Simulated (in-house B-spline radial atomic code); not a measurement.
Radial electron density of Sn⁶⁺, [Kr] 4d8. Method: scalar-relativistic (X2C) BHandHLYP, spin-polarised, spherical fractional occupations, exact exchange averaged over the configuration, Fermi nucleus of rms radius 4.6519 fm. Calculated with a B-spline radial code for spherical atoms.

One-electron X2C: radii and densities carry no picture-change correction, so inner-shell <1/r> comes out high (for 1s by about 2 % at Z = 33, 5 % at 54, 10 % at 75, 30 % at 118) and <r> low.

Columns: r (bohr), 4πr²n(r) (electrons per bohr), bar.

```
0.000867    1.804 #
 0.00105    2.452 #
 0.00128    3.358 ##
 0.00155    4.531 ##
 0.00188    6.098 ###
 0.00228    8.154 ####
 0.00277    10.85 ######
 0.00336    14.27 ########
 0.00407    18.51 ##########
 0.00494    23.75 #############
 0.00599    29.91 ################
 0.00727    36.94 ####################
 0.00882    44.47 ########################
  0.0107    51.92 ############################
   0.013    58.52 ###############################
  0.0158     63.2 ##################################
  0.0191    65.06 ###################################
  0.0232    63.88 ##################################
  0.0281     60.4 ################################
  0.0341    56.61 ##############################
  0.0414    55.46 ##############################
  0.0503    59.44 ################################
   0.061    68.29 ####################################
   0.074    78.08 ##########################################
  0.0898    82.54 ############################################
   0.109    77.56 #########################################
   0.132    66.23 ###################################
    0.16    57.46 ###############################
   0.195    58.64 ###############################
   0.236    65.82 ###################################
   0.286    66.63 ####################################
   0.347    53.67 #############################
   0.422    33.94 ##################
   0.511     21.7 ############
   0.621    20.54 ###########
   0.753    22.78 ############
   0.914    20.44 ###########
    1.11    13.61 #######
    1.34    6.908 ####
    1.63    2.537 #
    1.98   0.6814 
     2.4   0.1289 
    2.91  0.01523 
    3.54 0.0009179
```

On this grid the curve has 4 maxima, near 0.0191, 0.0898, 0.286, 0.753 bohr.

The 4p up radial function P(r) = rR(r), positive near the nucleus:

| r (bohr) | P |
| --- | --- |
| 0.00105 | 0.00132 |
| 0.00155 | 0.002513 |
| 0.00228 | 0.004817 |
| 0.00336 | 0.009326 |
| 0.00494 | 0.01799 |
| 0.00727 | 0.03447 |
| 0.0107 | 0.06482 |
| 0.0158 | 0.1184 |
| 0.0232 | 0.2027 |
| 0.0341 | 0.3175 |
| 0.0503 | 0.4284 |
| 0.074 | 0.4352 |
| 0.109 | 0.1976 |
| 0.16 | -0.2924 |
| 0.236 | -0.6765 |
| 0.347 | -0.3565 |
| 0.511 | 0.6203 |
| 0.753 | 1.238 |
| 1.11 | 0.8949 |
| 1.63 | 0.2952 |
| 2.4 | 0.0374 |
